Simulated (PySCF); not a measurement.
Bonds (- single, = double, # triple, : aromatic): Si1-O2, O2-Si3, Si3-O4, O4-Si5, Si5-O6, O6-Si7, Si7-O8, O8-Si3. Si1 carries H9, H10, H11; Si3 carries H12; Si5 carries H13, H14; Si7 carries H15, H16. H14, H15 are cis to O2 on the ring; H13, H16 are trans to O2 on the ring.

- coordinates at the GFN2-xTB level
- PBE0/pcSseg-1 with gauge-including orbitals
- run in PySCF 2.14.0 with density-fitted response routines
- one computed conformer, equivalent nuclei averaged, relativity neglected, in vacuum

Chemical shifts δ = σref − σ; $^{1}$H, $^{29}$Si vs TMS; $^{17}$O against H2O, all at this level.

```json
{"atoms": "Si1", "nucleus": "$^{29}$Si", "count": "1", "δ (ppm)": "?"}
{"atoms": "H14/H15", "nucleus": "$^{1}$H", "count": "2", "δ (ppm)": "5.30"}
{"atoms": "O2", "nucleus": "$^{17}$O", "count": "1", "δ (ppm)": "60.8"}
{"atoms": "O6", "nucleus": "$^{17}$O", "count": "1", "δ (ppm)": "?"}
{"atoms": "H12", "nucleus": "$^{1}$H", "count": "1", "δ (ppm)": "4.26"}
{"atoms": "H13/H16", "nucleus": "$^{1}$H", "count": "2", "δ (ppm)": "5.17"}
{"atoms": "Si5/Si7", "nucleus": "$^{29}$Si", "count": "2", "δ (ppm)": "-37.3"}
{"atoms": "O4/O8", "nucleus": "$^{17}$O", "count": "2", "δ (ppm)": "105.0"}
{"atoms": "Si3", "nucleus": "$^{29}$Si", "count": "1", "δ (ppm)": "-72.8"}
{"atoms": "H9/H10/H11", "nucleus": "$^{1}$H", "count": "3", "δ (ppm)": "?"}
```

**Question.** Estimate the values marked ?.

**Answer.** 
- H9/H10/H11: 5.27 ppm, hydrogen on a silicon bonded to O
- Si1: -43.0 ppm, silicon bonded to O, 3 H
- O6: 88.3 ppm, oxygen bonded to 2 Si, in a 6-membered ring

Experimental scales use liquid or dissolved standards, which lie at an offset from isolated H2O (liquid H2O: subtract about 36 ppm).
